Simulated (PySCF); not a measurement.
Species: CH₇GeP.
Numbering: `[CH3:1][GeH2:2][PH2:3]` (hydrogens: H4, H5, H6 on C1; H7, H8 on Ge2; H9, H10 on P3)

Method used: EOM-IP-CCSD/aug-cc-pVDZ in PySCF, restricted Hartree–Fock reference, frozen core, non-relativistic, gas phase, PBE0-D3(BJ)/def2-SVP geometry.

The vertical ionisation energies are 9.43, 10.79, 11.34, 12.02, 13.30, 14.29, 14.35, 16.80 eV.

Problem. Which Hartree–Fock orbital leads each hole, and what is its Koopmans value −ε?

Solution. 
| leading hole (HF orbital) | Koopmans (eV) | EOM-IP-CCSD (eV) | change (eV) | one-hole share |
| --- | --- | --- | --- | --- |
| HOMO | 9.79 | 9.43 | -0.36 | 0.95 |
| HOMO-1 | 11.45 | 10.79 | -0.66 | 0.95 |
| HOMO-2 | 12.09 | 11.34 | -0.75 | 0.95 |
| HOMO-3 | 12.82 | 12.02 | -0.80 | 0.94 |
| HOMO-4 | 14.12 | 13.30 | -0.82 | 0.94 |
| HOMO-5 | 15.33 | 14.29 | -1.04 | 0.95 |
| HOMO-6 | 15.40 | 14.35 | -1.05 | 0.95 |
| HOMO-7 | 18.52 | 16.80 | -1.72 | 0.85 |

Problem. Does the order of the lines follow the orbital energies?

Solution. Yes, no two lines change places. The corrections run from -1.72 to -0.36 eV, with a mean of -0.90 eV over the 8 lines; no line lies above its Koopmans value.

Problem. At what kinetic energies would He I light (21.22 eV) eject these electrons?

Solution. 11.79 eV (HOMO), 10.43 eV (HOMO-1), 9.88 eV (HOMO-2), 9.20 eV (HOMO-3), 7.92 eV (HOMO-4), 6.93 eV (HOMO-5), 6.87 eV (HOMO-6), 4.42 eV (HOMO-7).

Lines less than 0.15 eV apart could change places at a higher level. One root was sought for each valence orbital with −ε under 21 eV, eight at most, so deeper holes and satellites are missing; no vibrational structure.

The values belong to the conformer `[CH3:1][GeH2:2][PH2:3]`: H–P3–Ge2–C1 72°, H–P3–Ge2–C1 166°.
